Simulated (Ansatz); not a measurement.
`FC([SiH3])S`, one more setting.

```yaml
crystal:
  periodic: [false, false, false]
  atoms:
    - {symbol: F, position_ang: [-0.778791, 0.206153, -1.758984]}
    - {symbol: C, position_ang: [-0.211625, 0.664548, -0.575123]}
    - {symbol: Si, position_ang: [0.805854, -0.721751, 0.232940]}
    - {symbol: S, position_ang: [-1.435856, 1.334081, 0.545792]}
    - {symbol: H, position_ang: [0.423352, 1.520452, -0.827570]}
    - {symbol: H, position_ang: [1.601397, -0.135729, 1.339147]}
    - {symbol: H, position_ang: [1.706536, -1.343319, -0.770871]}
    - {symbol: H, position_ang: [-0.144544, -1.733392, 0.761591]}
    - {symbol: H, position_ang: [-1.877823, 0.162657, 1.036077]}
basis:
  gaussian: {orbitals: x2c-TZVPPall}
magnetization: {spin_polarized: true, initial_magnetization: 2}
hamiltonian: {xc: {name: rPW86-PBE}}
```

```sh
$ ansatz run in.yaml --threads 2 --pin off --events-out ev --progress --plain --max-ram 4352MiB
```

Output, abridged:

```
Functional definition: rPW86-PBE
1225 factors; their error is unknown
mean field evaluation 1: about -22612.1812 eV, gradient 3.7e1 eV
mean field evaluation 2: about -22582.1054 eV, gradient 7.9e1 eV
mean field evaluation 4: about -22618.1280 eV, gradient 1.5e1 eV
mean field evaluation 8: about -22619.4259 eV, gradient 2.6e-1 eV
mean field evaluation 16: about -22619.3939 eV, gradient 7.3e-4 eV
mean field -22619.39394085 eV, -831.2473953504 hartree, gradient 1.6e-5 eV, S^2 2.004238; 6 other end points of the search recorded, 0 dependent functions left out
reference -22619.39405409 eV, -831.2473995120 hartree; 26, 24 occupied and 190, 192 virtual orbitals, 1225 factors
Total energy: -22619.39405409 eV, -831.2473995120 hartree
Relativity: scalar
```

Run time 20 s (2 threads of an Arm Neoverse V1 on a shared host); peak host memory 0.51 GiB.
